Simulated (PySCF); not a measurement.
Fractional electron number in Ca⁺ (calcium, charge +1)

The 4s alpha orbital of [Ar] 4s1 is emptied in steps (occupation f), with all orbitals relaxed, ending at [Ar]. All numbers are calculated (PySCF 2.14, the spin-free X2C one-electron Hamiltonian (Gaussian nucleus), in x2c-TZVPall). The exact energy is a straight line in f; departures are measured from the line between the end points of the same method.

```csv
f,UHF (eV),LDA (eV),PBE (eV),PBE0 (eV),r2SCAN (eV),LC-wPBE (eV),BHandHLYP (eV),BLYP (eV)
1,0.000,0.000,0.000,0.000,0.000,0.000,0.000,0.000
0.75,0.004,-0.487,-0.501,-0.365,-0.408,0.009,-0.268,-0.524
0.5,0.005,-0.634,-0.671,-0.487,-0.513,0.007,-0.358,-0.697
0.25,0.004,-0.456,-0.505,-0.365,-0.346,-0.003,-0.270,-0.520
0,0.000,0.000,0.000,0.000,0.000,0.000,0.000,0.000
```

Problem. For r2SCAN, how does the orbital energy at f = 1 compare with the removal energy?

Solution. −ε = 9.453 eV against a total-energy difference of 11.715 eV. By Janak's theorem ε = ∂E/∂f, so the gap between them reflects the curvature. Along the path −ε is 10.696 (f = 0.75), 11.873 (f = 0.5), 12.848 (f = 0.25) eV.

```json
{"method": "UHF", "E(f=0) − E(f=1) (eV)": "11.359", "−ε at f=1 (eV)": "11.380", "−ε at f=0.5 (eV)": "11.358"}
{"method": "LDA", "E(f=0) − E(f=1) (eV)": "12.144", "−ε at f=1 (eV)": "9.512", "−ε at f=0.5 (eV)": "12.219"}
{"method": "PBE", "E(f=0) − E(f=1) (eV)": "12.021", "−ε at f=1 (eV)": "9.352", "−ε at f=0.5 (eV)": "12.010"}
{"method": "PBE0", "E(f=0) − E(f=1) (eV)": "11.912", "−ε at f=1 (eV)": "9.960", "−ε at f=0.5 (eV)": "11.910"}
{"method": "r2SCAN", "E(f=0) − E(f=1) (eV)": "11.715", "−ε at f=1 (eV)": "9.453", "−ε at f=0.5 (eV)": "11.873"}
{"method": "LC-wPBE", "E(f=0) − E(f=1) (eV)": "11.718", "−ε at f=1 (eV)": "11.768", "−ε at f=0.5 (eV)": "11.686"}
{"method": "BHandHLYP", "E(f=0) − E(f=1) (eV)": "11.922", "−ε at f=1 (eV)": "10.495", "−ε at f=0.5 (eV)": "11.918"}
{"method": "BLYP", "E(f=0) − E(f=1) (eV)": "12.086", "−ε at f=1 (eV)": "9.287", "−ε at f=0.5 (eV)": "12.097"}
```

Reference removal energy between the ground levels: 11.872 eV (measured; NIST Atomic Spectra Database, ionization energies). UHF lacks correlation.
